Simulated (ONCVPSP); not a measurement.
## An all-electron radial function and its pseudo partner (hafnium (Hf))

Columns: radius, all-electron u(r) and pseudo u(r) of the 5s shell (level -67.56 eV) of hafnium in the configuration [Kr] 4d10 4f14 5s2 5p6 5d2 6s1.75 6p0.25; LDA (Perdew-Wang 92), scalar-relativistic, ONCV scheme, ONCVPSP 4.0.1.

```csv
r (bohr),all-electron,pseudo
0.100,0.1006,0.0753
0.200,0.2483,0.1621
0.300,-0.4194,0.2685
0.400,-0.5774,0.3959
0.500,-0.2544,0.5386
0.600,0.2144,0.6852
0.700,0.6249,0.8208
0.800,0.9074,0.9309
0.900,1.0610,1.0045
1.000,1.1120,1.0359
1.100,1.0907,1.0257
1.200,1.0238,0.9794
1.300,0.9316,0.9063
1.400,0.8287,0.8166
1.500,0.7246,0.7199
1.600,0.6251,0.6237
1.700,0.5336,0.5333
1.800,0.4516,0.4515
1.900,0.3796,0.3795
2.000,0.3172,0.3172
2.100,0.2639,0.2638
2.200,0.2186,0.2185
2.300,0.1805,0.1804
2.400,0.1486,0.1485
2.500,0.1220,0.1220
2.600,0.1000,0.1000
```

Question: How many radial nodes do the two functions have?

Answer: The all-electron 5s function has n − l − 1 = 4 (the table is too coarse to show those close to the nucleus); the pseudo-wave has 0, since the states of the same l below it are removed with the core.

Question: At about which radius was the pseudo-wave matched?

Answer: 1.85 bohr. The columns agree to 0.0005 from 1.70 bohr on; several derivatives are matched, so the curves merge somewhat inside the radius.

Question: Is the pseudo-wave norm-conserving?

Answer: Yes: the ONCV scheme keeps the norm inside the radius equal to the all-electron one, which fixes the energy derivative of the logarithmic derivative at the level.
